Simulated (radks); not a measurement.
Valence configurations of neutral strontium (all share [Kr]). All-electron calculation, non-relativistic Kohn-Sham, PBE, spin-polarised, spherical densities, point nucleus; open shells are filled with parallel spins first (spin-orbit coupling, left out, can overturn this in heavy ions); relativity is left out, which matters for an element this heavy. Program: a radial shooting solver on a logarithmic mesh with Libxc functionals. Energies are relative to 5s2; eigenvalues in eV for spin up.

valence,E (eV),moment (Bohr magnetons),e(4d),e(5p),e(5s)
5s2,0.000,0,-,-,-3.479
5s1 5p1,1.714,2,-,-2.119,-4.411
4d1 5s1,1.611,2,-1.230,-,-3.453
5p2,4.010,2,-,-2.548,-
4d2,3.850,2,-1.010,-,-
4d0.5 5s1.5,0.890,1,-1.368,-,-3.473
4d1 5p1,3.683,2,-1.890,-1.858,-
5s0.5 5p1.5,2.861,2,-,-2.344,-4.640

NIST lists [Kr] 5s2 as the ground configuration; this level of theory agrees among the configurations tried. The energies are those of spherical high-spin densities, not of single terms. Relativity is left out, which favours d and f over s occupation in heavy atoms.
